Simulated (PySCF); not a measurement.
## How the method changes the constants of SiTe

State: ¹Σ⁺ (singlet), closed shell. Set-up: Si def2-TZVPP, Te def2-TZVPP with ECP28; scalar-relativistic core potentials (PySCF 2.14). De refers to Si + Te in their high-spin ground configurations, without counterpoise correction. A positive dipole means Si(−)Te(+).

```csv
Level,Re (Å),ωe (cm⁻¹),De (eV),μ (D),"CPU s a point (SCF and correlation, without the integrals)"
RHF,2.253,527,2.40,-1.39,0.54
RHF-MP2,2.271,498,4.78,n/a,0.88
RHF-SCS-MP2,2.273,498,4.62,n/a,n/a
RHF-CCSD,2.267,506,4.22,n/a,n/a
RHF-CCSD(T),2.285,481,4.56,n/a,19
LDA,2.272,481,5.75,-0.66,1.2
PBE,2.296,468,4.94,-0.61,2
r²SCAN,2.278,487,4.70,-0.62,2.3
TPSSh,2.277,487,4.70,-0.65,2.9
PBE0,2.269,497,4.63,-0.76,3.6
B97-3,2.274,493,4.67,-0.75,1.6
MN15,2.254,505,4.60,-0.80,3
CAM-B3LYP,2.255,509,4.41,-0.98,3.8
```

The bond length runs from 2.253 Å (RHF) to 2.296 Å (PBE). De spans 2.40 eV (RHF, mean field) to 5.75 eV (LDA, local density). Correlation at CCSD(T) changes the Hartree–Fock bond energy by +2.16 eV; the triples alone change it by +0.34 eV.

Correlated steps freeze 9 core orbitals. Spin–orbit coupling is left out, which matters for elements this heavy, above all for dissociation energies. Where the molecule has an RHF reference, its open-shell atoms are computed with UHF.

The whole job (state search and all levels along the bond) took about 8.7 min on 1 thread of Arm Neoverse V2 (shared host), peak memory 2.2 GiB.
